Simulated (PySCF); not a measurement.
# Computed records: C$_{2}$H$_{8}$AlB

Computed with PySCF 2.14.0. Calculation on a computer-drawn molecule: the log of a Hartree-Fock and frozen-core CCSD(T) single point meant for a local Hartree-Fock minimum, with one planted fault or none, to be diagnosed. Offsets are logged minus clean, where the clean run is the same molecule without the fault. The reference is restricted for singlets and unrestricted otherwise, and also for a bond in bohr or an excited solution. Adding or removing an electron swaps singlet and doublet. The excited solution moves the top pair (singlet) or top alpha electron (doublet) to the lowest empty orbital. Highest occupied and lowest empty are orbital energies over both spins, largest force is the largest gradient component, triples share is (T) over the correlation energy, the T1 limit is 0.02 restricted and 0.045 unrestricted, electrons count all cores, a negative frequency is imaginary (commonest isotopes), and the dipole is about the centre of nuclear charge.

```xyz
12
formula=C2H8AlB meant_charge=0 meant_multiplicity=1 meant_basis=cc-pV(D+d)Z logged_electrons=38 logged_basis_functions=105 logged_SCF_converged=yes logged_spin_squared=2.0128 logged_highest_occupied=-6.7897 logged_lowest_empty=-0.23364 logged_largest_force=0.035762 logged_T1_diagnostic=0.014844 logged_D1_diagnostic=0.075037 logged_triples_share=0.027085 logged_CC_converged=yes logged_dipole_magnitude=2.109 logged_SCF_stable_within_its_kind=yes logged_energy_HF=-346.87606 logged_energy_CCSD(T)=-347.38172 possible_faults=no_fault,one_electron_removed,one_electron_added,multiplicity_raised_by_two,geometry_at_a_saddle_point,SCF_held_on_an_excited_solution,minimal_basis_STO-3G,one_bond_length_entered_in_bohr,all_coordinates_scaled
C     -2.2900    -0.8582    -3.0676
B     -2.0036     0.2489    -1.9710
Al    -0.0954     1.1450    -1.4877
C      1.0891     0.4908    -0.0483
H     -1.4207    -1.3873    -3.4636
H     -2.7559    -0.3225    -3.9102
H     -3.0338    -1.5909    -2.7380
H     -2.9918     0.6500    -1.3950
H      0.4101     2.4182    -2.3055
H      2.0691     0.2111    -0.4559
H      0.6968    -0.3748     0.4943
H      1.2794     1.2850     0.6847
```

Units: logged_highest_occupied, logged_lowest_empty in eV; logged_largest_force in hartree/bohr; logged_dipole_magnitude in debye; logged_energy_HF, logged_energy_CCSD(T) in hartree.

Drawn bonds:
| atom | other atom | order |
| --- | --- | --- |
| 1 | 2 | 1 |
| 2 | 3 | 1 |
| 3 | 4 | 1 |
| 1 | 5 | 1 |
| 1 | 6 | 1 |
| 1 | 7 | 1 |
| 2 | 8 | 1 |
| 3 | 9 | 1 |
| 4 | 10 | 1 |
| 4 | 11 | 1 |
| 4 | 12 | 1 |

To be estimated
1. Which fault was planted in the run of C$_{2}$H$_{8}$AlB?

## Answers
1. multiplicity raised by two

Further results for C$_{2}$H$_{8}$AlB:

- HF energy offset from clean run: 59.76 kcal/mol
- CCSD(T) energy offset from clean run: 65.81 kcal/mol
